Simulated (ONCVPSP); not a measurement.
## Si: variants of one ONCV potential

Base potential:

ONCVPSP 4.0.1 input, shortened (lines: element, Z, core and valence counts, functional; n l f; lmax; l rc ep ncon nbas qcut; lloc lpopt rc5 dvloc0; l nproj debl; icmod fcfact rcfact), Wu-Cohen, scalar-relativistic:

```
  Si 14.00    3    2  -118130      upf
    1    0    2.00
    2    0    2.00
    2    1    6.00
    3    0    2.00
    3    1    1.50
    2
    0    1.65    0.00    4    8    4.40
    1    1.85    0.00    3    8    4.60
    2    1.40    0.16    5    9    6.50
    4    5    1.25   -1.00
    0    2    1.60
    1    2    3.10
    2    2    3.20
    3    3.25    1.65
```

Cutoffs, loose and tight: the cutoffs (Ha) at which the residual kinetic energy of the hardest occupied pseudo-wave falls to 1 and 0.1 mHa per electron. They do not see the model core or the augmentation charge, which bear on the density cutoff. Test errors are all-electron minus pseudo excitation energies from the reference, over the configurations 3s2 3p2; 3s2 3p1; 3s2 3p0; 3s1 3p2. A dash means not determined; rows that change the core or the reference have their own tests.

For the base: The cutoffs count occupied waves only; projector 2 of the d channel, the hardest unoccupied one, needs 34 Ha at the loose tolerance.

| change | outcome | cutoff, loose | cutoff, tight | bound ghosts | GHOST(+) flags above zero | largest test error (meV) |
| --- | --- | --- | --- | --- | --- | --- |
| base | generated | 8.1 Ha | 11 Ha | none | s | -10 |
| all radii but the core radius scaled by about 1.24 (s 2.06, p 2.30, d 1.74 bohr); local potential polynomial inside 1.56 bohr (lpopt 5, dvloc0 -1 Ha) | generated | 7.2 Ha | 9.3 Ha | none | s | -11 |
| d: qcut 6.7 | generated | 8.1 Ha | 11 Ha | none | s | -10 |
| p: rc 2.26 | generated | 8.1 Ha | 11 Ha | none | s | -8.5 |
| s: rc 1.6 | generated | 8.1 Ha | 11 Ha | none | s | -10 |
| s: nproj 1 | generated | 8.1 Ha | 11 Ha | none | s | +19 |
| p: qcut 4.8 | generated | 8.1 Ha | 11 Ha | none | s | -10 |
| functional LDA (Perdew-Zunger) | generated | 8.1 Ha | 12 Ha | none | s | -15 |

(1) What comes out with this change to the base: core correction Teter function fitted to the true core (icmod 2), fcfact 0.5?

Results:

(1) outcome: generated; cutoff, loose: 8.1 Ha; cutoff, tight: 11 Ha; bound ghosts: none; GHOST(+) flags above zero: s; largest test error (meV): +8.1.
